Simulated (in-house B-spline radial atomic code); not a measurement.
Relativistic effects in the iron ion Fe⁶⁺, [Ar] 3d2: non-relativistic Hartree-Fock (point nucleus) against Dirac-Hartree-Fock (Fermi nucleus of rms radius 3.7377 fm), both averages of the configuration, computed with a B-spline radial code for spherical atoms.

| orbital | ε NR (Eh) | ε Dirac (Eh) | <r> NR (bohr) | <r> Dirac (bohr) | change of <r> (%) |
| --- | --- | --- | --- | --- | --- |
| 1s1/2 | -265.67 | -268.09 | 0.05912 | 0.05843 | -1.2 |
| 2s1/2 | -36.342 | -36.845 | 0.2682 | 0.2649 | -1.2 |
| 2p1/2 | -31.81 | ? | 0.2358 | ? | ? |
| 2p3/2 | -31.81 | -31.743 | 0.2358 | 0.2355 | -0.1 |
| 3s1/2 | -8.1212 | -8.2085 | 0.7785 | 0.7715 | -0.9 |
| 3p1/2 | -6.6164 | -6.6784 | 0.7996 | 0.7926 | -0.9 |
| 3p3/2 | -6.6164 | -6.6098 | 0.7996 | 0.7992 | -0.1 |
| 3d3/2 | -4.5659 | -4.5525 | 0.8174 | 0.8183 | +0.1 |
| 3d5/2 | -4.5659 | ? | 0.8174 | ? | ? |

(1) What happens to 2p1/2?

(2) What happens to 3d5/2?

(3) What explains the pattern of contraction and expansion?

(4) By how much does the total energy change?

Answers

(1) Its energy goes to -32.208 hartree and <r> to 0.2326 bohr (-1.36 %).

(2) Its energy goes to -4.5442 hartree and <r> to 0.8202 bohr (+0.35 %).

(3) Expansion is seen in 3d3/2, 3d5/2. The s and p1/2 orbitals contract directly, screen the nucleus better, and so push out orbitals that have little density near the nucleus; spin-orbit coupling adds to this for j = l + 1/2 and opposes it for j = l - 1/2.

(4) By -9.142 hartree, from -1252.192 to -1261.334.
